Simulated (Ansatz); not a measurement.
This Ansatz (a program for electronic structure) input (PBE0/def2-TZVPP) gives -276.90560 Eh with 152 basis functions. A basis named .json is the Basis Set Exchange file of that set (core-valence sets with the plain set on hydrogen).

Ansatz 0.2 input:
```yaml
crystal:
  periodic: [false, false, false]
  atoms:
    - {symbol: C, position_ang: [1.36656412, -0.18415937, -0.09598662]}
    - {symbol: C, position_ang: [0.06593869, -0.00888596, -0.00463149]}
    - {symbol: F, position_ang: [-0.83029842, -0.97785241, 0.07898218]}
    - {symbol: F, position_ang: [-0.54605565, 1.16333108, 0.01769207]}
    - {symbol: H, position_ang: [2.01907743, 0.67097753, -0.15970021]}
    - {symbol: H, position_ang: [1.77309228, -1.18201362, -0.10665944]}
basis:
  gaussian:
    orbitals: def2-TZVPP
    fitting: {mean_field: def2-SV_P_-JKFIT.json}
hamiltonian:
  xc: {name: PBE0}
magnetization: {spin_polarized: false}
```

Change:
```diff
- fitting: {mean_field: def2-SV_P_-JKFIT.json}
+ final_grid: {core_spheres: 10, valence_spheres: 9, degree: 29}
```

Task: What does the run give now?

Result: -276.90557 Eh (PBE0/def2-TZVPP, 152 functions), a change of +0.03 mEh.
